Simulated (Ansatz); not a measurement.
Molecule: WF (charge 0, quartet). The spin state was set by rule; other spins were not relaxed. SMILES: [F][W]
Geometry from a B3LYP-D3(BJ)/def2-TZVP (Ansatz, a quantum-chemistry and plane-wave program) optimisation:
```
W
F 1 1.8348
```
Charge 0, spin multiplicity 4.

Task: Give the harmonic wavenumbers at B3LYP-D3(BJ)/def2-TZVP (Ansatz, finite differences of forces, unscaled).

Result: 649 cm⁻¹. Zero-point energy 0.9 kcal/mol.

Task: From these and the geometry, give the ideal-gas thermochemistry at 298.15 K and 1 atm (rigid rotor, harmonic oscillator).

Result: Point group C∞v, rotational symmetry number 1. Rotational constants 8.719, 8.719 GHz. S(trans) 41.83, S(rot) 15.04, S(vib) 0.37, S(elec, spin only) 2.75, S 60.0 cal/(mol K). H(298) - H(0) 2.16 kcal/mol; G - E(el) -14.8 kcal/mol.
